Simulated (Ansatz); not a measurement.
Ga₄As₅⁻. The state is a triplet with charge -1. Geometry PBE-D4/def2-SVP.

```xyz
9

Ga    1.674    1.188   -2.025
Ga   -0.864   -1.148    2.041
Ga    0.968    0.942    0.719
Ga   -1.827   -1.606   -0.763
As    0.634    0.348    3.004
As   -1.076    0.799   -0.827
As   -0.314    0.628   -3.159
As    3.066    1.686   -0.252
As   -2.260   -2.837    1.263
```

At PBE-D4/def2-SVP a singlet of charge -1 lies 0.39 eV below the triplet, each at its own geometry. The structure comes from a short search, and lower isomers may exist.

(1) Estimate the α-spin orbital energies around the gap (eV) in Ansatz with PBE-D4/def2-SVP, r2SCAN-D4/def2-SVP.

Answers

(1) 
```tsv
orbital	PBE-D4/def2-SVP	r2SCAN-D4/def2-SVP
HOMO−5	-2.40	-2.71
HOMO−4	-2.20	-2.48
HOMO−3	-1.96	-2.25
HOMO−2	-1.54	-1.94
HOMO−1	-1.30	-1.56
HOMO	-1.02	-1.34
LUMO	0.75	0.74
LUMO+1	1.03	1.00
LUMO+2	1.22	1.24
LUMO+3	1.47	1.49
LUMO+4	1.66	1.73
LUMO+5	1.85	1.92
β HOMO	-1.22	-1.42
β LUMO	-0.87	-0.94
```
